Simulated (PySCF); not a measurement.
**Unknown compound**

Molecular formula: C9H10O2. Simulated spectra:

1H NMR (500 MHz, computed): δ 8.48 (s, 1H), 8.22 (d, 1H), 7.63 (m, 1H), 7.61 (m, 1H), 4.11 (s, 3H), 2.58 (s, 3H).

13C{1H} NMR (computed): δ 173.4 (C), 143.7 (C), 139.3 (CH), 137.5 (CH), 134.8 (C), 133.5 (CH), 133.1 (CH), 53.9 (CH3), 24.0 (CH3).

Theory: GIAO PBE0/pcSseg-1 shieldings, structure optimised with GFN2-xTB, in PySCF 2.14.0 with density-fitted response routines (no relativistic terms, single conformer, one averaged value for each set of equivalent atoms, no solvent model).

Referencing at the same level of theory: TMS for 1H (σ = 31.72 ppm) and 13C (σ = 186.93 ppm).

Problem. Choose the structure that fits.
A. COC(=O)c1cccc(C)c1
B. CCc1cccc(C=O)c1O
C. O=Cc1ccc(C2CCC2)o1
D. C=C[C@@H]1C=CC=C1OC(C)=O

Solution. A. 

1. The formula gives 5 degrees of unsaturation (1 ring in the answer).
2. 9 carbon signals for 9 carbons: no two carbons are equivalent.
3. Carbon types of the structure: 3 × C, 4 × CH, 2 × CH3, which accounts for all hydrogens.
4. δC 173.4: ester carbonyl carbon; lone-pair donation from the attached heteroatom keeps it upfield of a ketone carbonyl.
5. δC 143.7, 134.8: substituted aromatic carbon.
6. δC 139.3, 137.5, 133.5, 133.1: aromatic CH; the aromatic region.
7. δH 4.11: hydrogen on a methyl carbon bonded to O; its carbon carries O, hence the downfield position.
8. δH 2.58: hydrogen on a methyl carbon on an aromatic ring; benzylic-type position, deshielded by the ring.

The others: O=Cc1ccc(C2CCC2)o1 would give 8 carbon signals, not 9; C=C[C@@H]1C=CC=C1OC(C)=O would give 8 signals for carbon-bound and other non-exchanging H, not 6; CCc1cccc(C=O)c1O has carbons computed at 202.3, 168.9, 142.9, 140.3, 137.4, 123.5, 123.4, 28.0, 18.6, with a different DEPT pattern.

Shifts are as computed. Against solution values, carbons near 30 ppm lie about +3 ppm off and those near 130 ppm about +5 ppm. Of 1211 compounds with measured shifts, 218 miss one by over three times the rms of a fit or turn the order of signals round; such compounds aren't used in these exercises. No couplings were computed; multiplicities are counted from neighbouring protons, with m where these are inequivalent, close in shift, in a saturated or five-membered ring or joined by F or P, and br s for small geminal =CH2 splittings.
